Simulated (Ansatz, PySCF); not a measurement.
Gas-phase reaction in SMILES: F[Si](Cl)Cl -> Cl[Si]Cl + F atom (the F-Si bond at the site shown breaks; other sites are not compared here)
Geometries: B3LYP-D3(BJ)/def2-TZVP minima from Ansatz (a program for electronic structure). Frequencies are from Ansatz or PySCF. Unstable Hartree-Fock reference: Cl[Si]Cl.

Wanted: bond dissociation energy (enthalpy at 298 K, with B3LYP-D3(BJ) rigid-rotor harmonic-oscillator terms), in kcal/mol. Valence correlation only, unless marked. Open shells are spin-unrestricted. No spin-orbit coupling. No relativistic terms. Basis-set limits of correlation are two-point, X^-3; Hartree-Fock from the larger set. [CCSD(T)-MP2]/basis is that difference in the basis named.

```csv
level,program,bond dissociation energy (kcal/mol)
r2SCAN-D4/def2-TZVPD,Ansatz + dftd4,[?]
PBE0/6-31G*,Ansatz,106.1
PBE0-D4/def2-TZVP,Ansatz + dftd4,109.1
B2GP-PLYP/def2-TZVPD,Ansatz,[?]
"RI-MP2/CBS(cc-pV(T+d)Z,cc-pV(Q+d)Z)+[CCSD(T)-MP2]/cc-pV(T+d)Z",Ansatz,109.3
```

Problem. Complete the blanks.

Solution. 
- r2SCAN-D4/def2-TZVPD, bond dissociation energy (kcal/mol): 114.6
- B2GP-PLYP/def2-TZVPD, bond dissociation energy (kcal/mol): 108.6
